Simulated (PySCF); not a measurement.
Level of theory: B3LYP-D3(BJ)/def2-TZVP // PBE0-D4/def2-TZVP in PySCF 2.14.0. Gas-phase values, no solvent. One relaxed conformer stands for a flexible species; it need not be the lowest. B3LYP has the VWN-RPA correlation part, as in Gaussian. Excitations are Tamm–Dancoff values on a coarser integration grid. The basis has no diffuse functions, so Rydberg states are missing or too high.

Reference species (SMILES): `CC(C)[SiH2]O` (C–C–Si–O torsion -179°, C–Si–O–H torsion -78°) (neutral, multiplicity 1).

The HOMO–LUMO gap comes out as 7.71 eV and the S1 excitation (TDA) comes out as 6.65 eV. The S1 oscillator strength is 0.002.

After one change: the HOMO–LUMO gap drops by 0.45 eV; the S1 excitation (TDA) falls by 0.85 eV; the S1 oscillator strength hardly moves.

Task: Which change was made? The new species is one of these.
(A) `O[SiH2]O` (H–O–Si–O torsion -66°, O–Si–O–H torsion -66°)
(B) `C#C[SiH2]O`
(C) `O[SiH2]Br` (H–O–Si–Br torsion 58°)
(D) `C[S@](=O)[SiH2]O` (O–S–Si–O torsion -17°, S–Si–O–H torsion 14°)

Result: B, `C#C[SiH2]O`
